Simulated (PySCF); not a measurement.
PbI₃, SMILES [I][Pb-]([I])[I], charge -1.

The structure is a stationary point at B3LYP-D3(BJ)/def2-SVPD. The isomer is the one that the SMILES or the coordinates give; other isomers of the formula were not compared. The def2 effective core potentials stand for the cores of I, Pb; spin–orbit coupling is left out.

Level of theory: B3LYP-D3(BJ)/def2-SVPD (PySCF 2.14.0).

Frequencies are harmonic and unscaled.

Modes within 1.5 cm⁻¹ of each other (mostly degenerate sets) share a row, with their intensities summed.

| mode | ν (cm⁻¹) | IR (km/mol) | moving atoms (share of kinetic energy) |
|---|---|---|---|
| 1–2 | 34 | 0.0 | I 90 %, Pb 10 % |
| 3 | 41 | 0.5 | I 69 %, Pb 31 % |
| 4–5 | 125 | 69.6 | I 55 %, Pb 45 % |
| 6 | 131 | 4.9 | I 66 %, Pb 34 % |
